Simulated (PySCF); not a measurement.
Can point charges reproduce the dipole moment of `C([P@@](=O)(/C=C\C)CC)[SiH3]`?

Coordinates (GFN2-xTB, Å) and charges (e) from the PBE0/pcSseg-1 density (PySCF):

```tsv
atom	x	y	z	Mulliken	IAO	Hirshfeld	ESP-fitted
C1	2.505	0.638	1.626	-0.2508	-0.4372	-0.1177	-0.4452
C2	2.377	-0.506	0.686	-0.1495	-0.0814	-0.0099	+0.2733
C3	1.290	-0.813	-0.010	-0.4023	-0.4596	-0.1153	-0.8270
P4	-0.289	0.086	0.051	+0.8702	+1.5106	+0.4293	+1.1610
O5	-0.712	0.603	1.361	-0.6140	-0.9310	-0.3834	-0.6736
C6	-0.075	1.431	-1.203	-0.4327	-0.4982	-0.1134	-0.2993
C7	-1.313	2.313	-1.227	-0.2803	-0.4199	-0.1179	-0.2083
C8	-1.468	-1.103	-0.670	-0.7266	-0.8033	-0.2026	-0.6068
Si9	-1.721	-2.527	0.564	+0.5068	+0.6090	+0.3136	+0.3940
H10	2.820	0.279	2.606	+0.1343	+0.1592	+0.0537	+0.1425
H11	3.271	1.328	1.269	+0.1264	+0.1523	+0.0486	+0.1154
H12	1.561	1.164	1.724	+0.1612	+0.1667	+0.0383	+0.1587
H13	3.266	-1.121	0.579	+0.1094	+0.1464	+0.0504	+0.0674
H14	1.302	-1.658	-0.686	+0.1248	+0.1519	+0.0411	+0.2507
H15	0.139	1.007	-2.185	+0.1377	+0.1454	+0.0401	+0.0828
H16	0.796	2.010	-0.882	+0.1558	+0.1521	+0.0448	+0.1165
H17	-1.561	2.613	-0.210	+0.1402	+0.1587	+0.0418	+0.0670
H18	-2.164	1.775	-1.642	+0.1136	+0.1347	+0.0381	+0.0467
H19	-1.146	3.206	-1.826	+0.1251	+0.1460	+0.0441	+0.0897
H20	-2.408	-0.569	-0.815	+0.1865	+0.1699	+0.0527	+0.1880
H21	-1.111	-1.443	-1.640	+0.1683	+0.1618	+0.0479	+0.1631
H22	-2.319	-2.030	1.796	-0.0406	-0.0967	-0.0655	-0.0695
H23	-0.437	-3.181	0.836	-0.0732	-0.1163	-0.0759	-0.0762
H24	-2.618	-3.483	-0.094	-0.0904	-0.1212	-0.0825	-0.1107
```

Compute μ = Σ q r for each scheme (1 e·Å = 4.803 D) and compare with the dipole of the full density.

The full density gives (1.63, -0.55, -2.98) D, 3.44 D in size; dipole vectors point from the negative to the positive end.

```json
{"scheme": "Mulliken", "μx": "0.50", "μy": "-0.16", "μz": "-1.59", "size (D)": "1.67", "share of the full size (%)": "49", "angle to the full dipole (°)": "12"}
{"scheme": "IAO", "μx": "1.86", "μy": "-1.80", "μz": "-3.44", "size (D)": "4.31", "share of the full size (%)": "125", "angle to the full dipole (°)": "16"}
{"scheme": "Hirshfeld", "μx": "1.23", "μy": "-0.79", "μz": "-1.96", "size (D)": "2.44", "share of the full size (%)": "71", "angle to the full dipole (°)": "10"}
{"scheme": "ESP-fitted", "μx": "1.63", "μy": "-0.56", "μz": "-2.98", "size (D)": "3.44", "share of the full size (%)": "100", "angle to the full dipole (°)": "0"}
```

Which set comes closest?

Length of the difference vector: ESP-fitted 0.01 D, Hirshfeld 1.12 D, IAO 1.36 D, Mulliken 1.84 D. Closest: ESP-fitted. The schemes that divide the density aren't constrained to reproduce the dipole.

What is left for the Hirshfeld atoms' own dipoles?

The shares of the density sum to the whole, so what Σ q r misses lies in dipoles about the nuclei. The atomic dipoles sum to (1.63, -0.55, -2.98) − (1.23, -0.79, -1.96) = (0.40, 0.24, -1.02) D, 1.12 D in size.

With the origin at the mean of the coordinates, (0.000, 0.001, 0.000) Å, which are the largest single terms, by size, of the Hirshfeld dipole along the direction of the full one?

O5 +2.97, Si9 -1.36, H22 +0.73, C6 -0.42, C3 -0.42 D; all 24 atoms together +2.41 D. The single terms depend on the origin, their sum doesn't.

Give the size of the full dipole in other units.

3.44 D = 1.354 au = 0.717 e·Å = 11.48 × 10⁻³⁰ C·m.

Geometry: GFN2-xTB, one conformer, isolated molecule.

Shape of the structure used: `[CH3:1]/[CH:2]=[CH:3]\[P@@:4](=[O:5])([CH2:6][CH3:7])[CH2:8][SiH3:9]`: C2–C3–P4–O5 -38°, C3–P4–C6–C7 -178°, C3–P4–C8–Si9 71°.
